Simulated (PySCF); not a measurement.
# Removing the step error of a finite difference

System: CH8ClNSi2, singlet, at a GFN2-xTB geometry. Level: HF/6-31G, polarisability (PySCF). Sums are taken with unrounded values, so a last digit can differ.

Second differences of the energy in a field along z gave a polarisability along z of 57.910 bohr³ at step 0.02 and 58.257 bohr³ at step 0.05 (atomic units).

Q: Extrapolate to zero step.

A: The leading error of a symmetric difference goes as h², so A(h) = A0 + c h². Then c = (58.257 - (57.910))/(0.05² - 0.02²) = 165 (atomic units) and A0 = 57.910 - c × 0.02² = 57.844 bohr³. The analytic value from the same program and level is 57.846 bohr³: the smaller step missed it by 0.064, the extrapolation by -0.002.
